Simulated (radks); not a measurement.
Problem. These are the eigenvalues of the occupied orbitals of an atom or ion with whole-number occupations (hartree). Method: Dirac Kohn-Sham, BLYP, spin-unpolarised, spherical densities, finite nucleus; Fermi nuclear charge, rms radius of each element as measured or else 0.836 A^(1/3) + 0.57 fm; computed with a radial shooting solver on a logarithmic mesh with Libxc functionals.

orbital  eigenvalue
1s1/2     -2860.924
2s1/2     -668.8962
2p1/2     -653.9148
2p3/2     -598.2982

Which element is it, and in what charge state? The configuration may be excited. Open shells, if any, fill j = l - 1/2 first.

Solution. Z = 75, rhenium, charge +66: Re66+ in [He] 2s2 2p5. The list shows which subshells hold electrons but not how many an open one holds; the 1s level, -2860.9 hartree, gives Z - s = 75.6 by -(Z - s)^2/2, which with screening and relativity narrows Z to a few neighbours, and the depths of the outer levels then fix element, charge and occupations together.
